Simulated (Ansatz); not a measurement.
Start from `N[CH2][SnH3]` and change one atom or group to get `CN[CH2][SnH3]`.

Ansatz, PBE0-D4/def2-TZVP geometries, multiplicity 1. Each molecule was computed in one conformer, which needn't be the lowest.

Elements past krypton have def2 core potentials.

```csv
property,`N[CH2][SnH3]`
HOMO–LUMO gap (B3LYP/def2-TZVPP) / eV,6.63
HOMO energy (ωB97M-V/def2-TZVPP) / eV,-9.12
HOMO energy (PBE0/def2-TZVPP) / eV,-6.80
size of the dipole moment (PBE/def2-TZVPP) / D,1.73
LUMO energy (B3LYP/def2-TZVPP) / eV,0.04
HOMO–LUMO gap (PBE/def2-TZVPP) / eV,4.98
```

Q: What does the change do to each property? (An estimate is asked.)

A: Ansatz gave: 
```json
{"property": "HOMO–LUMO gap (B3LYP/def2-TZVPP) / eV", "`CN[CH2][SnH3]`": "6.33", "shift": "-0.30"}
{"property": "HOMO energy (ωB97M-V/def2-TZVPP) / eV", "`CN[CH2][SnH3]`": "-8.85", "shift": "0.27"}
{"property": "HOMO energy (PBE0/def2-TZVPP) / eV", "`CN[CH2][SnH3]`": "-6.51", "shift": "0.29"}
{"property": "size of the dipole moment (PBE/def2-TZVPP) / D", "`CN[CH2][SnH3]`": "1.29", "shift": "-0.44"}
{"property": "LUMO energy (B3LYP/def2-TZVPP) / eV", "`CN[CH2][SnH3]`": "0.03", "shift": "-0.01"}
{"property": "HOMO–LUMO gap (PBE/def2-TZVPP) / eV", "`CN[CH2][SnH3]`": "4.68", "shift": "-0.30"}
```

Dipoles are sizes alone; their direction can turn.

B3LYP here is the variant with VWN-RPA as its local correlation; programs differ in this.
